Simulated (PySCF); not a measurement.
# Gas-phase XPS of BeMe(SMe), computed

Compound: BeMe(SMe), C2H6BeS.
Geometry (PBE0-D3(BJ)/def2-SVP, Å), atoms numbered from 1 in this order:
```
atom  x, y, z in Å
Be1    0.2431   -0.7673    0.3442
C2     0.3242   -0.7546    2.0168
H3    -0.6717   -0.6996    2.4897
H4     0.9150    0.0941    2.4038
H5     0.8063   -1.6726    2.3988
S6     0.1688   -0.8181   -1.5635
C7    -0.3652    0.8957   -1.9429
H8    -1.3662    1.1056   -1.5434
H9    -0.4047    0.9780   -3.0371
H10    0.3503    1.6387   -1.5663
```

Computed with delta-SCF UKS SCAN, pcX-2 on the ionised atom, pcseg-1 elsewhere, spin-free X2C in PySCF 2.14.0. Binding energies are ΔSCF values: E(core-ionised, relaxed orbitals) − E(ground state) at a fixed geometry, referred to the vacuum level.

Give the core binding energies atom by atom.

```csv
atom(s),environment,level,binding energy (eV),above the level's lowest (eV),count
Be1,beryllium bonded to C and S,Be 1s,120.08,0.00,1
C2,carbon bonded to Be and 3 H,C 1s,289.71,0.00,1
S6,sulfur bonded to Be and C,S 1s,2476.36,0.00,1
C7,carbon bonded to S and 3 H,C 1s,291.50,+1.79,1
```

The listed C 1s values span 1.79 eV, from C2 (bonded to 3 H and Be) to C7 (bonded to S and 3 H).

Express the binding energy of Be 1s of Be1 in atomic units and per mole.

120.08 eV = 4.4129 Eh = 11586 kJ/mol.

Which photon energy gives electrons from Be 1s of Be1 a kinetic energy of 100 eV, and what is their de Broglie wavelength?

hν = 120.08 + 100 = 220.08 eV, recoil neglected; λ = 12.264 Å/√(E/eV) = 1.23 Å.

Not every level is listed. Geometry: PBE0-D3(BJ)/def2-SVP; no solvent, vibrations or thermal averaging.

Time: 18 s. Hardware: an Arm Neoverse V2 with one thread (shared host).
